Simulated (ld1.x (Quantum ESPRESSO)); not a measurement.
**Which change was made? (K, PAW)**

ld1.x (Quantum ESPRESSO) 7.5 input, shortened:

```
&input
   title='K', zed=19., rel=1, dft='WC', iswitch=3,
   config='[Ar] 3d0.5 4s0.5 4p0'
 /
 &inputp
   pseudotype=3, lpaw=.true., tm=.true., lloc=-1, rcloc=3.45,
   nlcc=.false.,
   which_augfun='PSQ', rmatch_augfun_nc=.true.
 /
6
3S  1  0   2.00   0.00  1.70  1.85  0.0
4S  2  0   0.50   0.00  1.70  1.85  0.0
3P  2  1   6.00   0.00  2.00  2.60  0.0
4P  3  1   0.00   0.00  2.00  2.60  0.0
3D  3  2   0.50   0.00  3.50  4.55  0.0
3D  3  2   0.00   0.80  3.50  4.55  0.0
 &test
   configts(1)='3s2 3p6 3d0.5 4s0.5 4p0'
 /
```

Cutoffs, loose and tight: the cutoffs (Ry, on a coarse ladder) from which the occupation-weighted sum of valence levels, in a spherical-Bessel basis at the reference potential, stays within 10 and 1 mRy of its value at 400 Ry. They do not see the model core or the augmentation charge, which bear on the density cutoff. Test errors are all-electron minus pseudo excitation energies from the reference, over the configurations 3s2 3p6 3d0 4s1 4p0; 3s2 3p6 3d0 4s0 4p0; 3s2 3p6 3d0 4s0.5 4p0; 3s2 3p6 3d1 4s0 4p0; 3s2 3p6 3d0 4s0 4p1; 3s2 3p5 3d0 4s1 4p0; 3s1 3p6 3d0 4s1 4p0; variants that change the core or the reference have their own tests. The largest error is taken over the tests solved by every variant that gives reliable tests at all, those not shown here included: 3s2 3p6 3d0 4s0 4p0; 3s2 3p6 3d0 4s0.5 4p0; 3s2 3p6 3d0 4s1 4p0.

The base gives: outcome: generated; cutoff, loose: 15 Ry; cutoff, tight: 21 Ry; bound ghosts: none; largest test error (meV): +0.1.

(1) After one change the result is: outcome: generated; cutoff, loose: 18 Ry; cutoff, tight: 30 Ry; bound ghosts: none; largest test error (meV): +0.1. Which change was it?
A. waves 3p (bound): rcut 2.00, rcutus 2.14 bohr; 4p (bound): rcut 2.00, rcutus 2.14 bohr
B. waves 3s (bound): rcut 1.70, rcutus 2.68 bohr; 4s (bound): rcut 1.70, rcutus 2.68 bohr
C. local potential all-electron potential smoothed inside 2.04 bohr (lloc = -1)

Answers

(1) A. The others give: waves 3s (bound): rcut 1.70, rcutus 2.68 bohr; 4s (bound): rcut 1.70, rcutus 2.68 bohr → outcome: generated; cutoff, loose: 12 Ry; cutoff, tight: 18 Ry; bound ghosts: none; largest test error (meV): +0.5 | local potential all-electron potential smoothed inside 2.04 bohr (lloc = -1) → outcome: generated, overlap not positive; bound ghosts: not determined (overlap not positive); largest test error (meV): +0.2. A file whose overlap is not positive is unfit for use, and its test errors describe a broken file.
